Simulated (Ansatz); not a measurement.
Harmonic frequencies (cm⁻¹) at PBE0-D4/def2-TZVP from Ansatz: 262, 342, 386, 482, 608, 714, 1059, 1155, 1220, 1291, 1373, 1429, 3110, 3807, 3823.

Each molecule was computed in one conformer, which needn't be the lowest.

Problem. Which molecule is it?
A. `FB[SiH2]Cl`
B. `[NH2][SnH2][Br]`
C. `S[CH2][ZnH]`
D. `OC(O)Cl`

Solution. D.
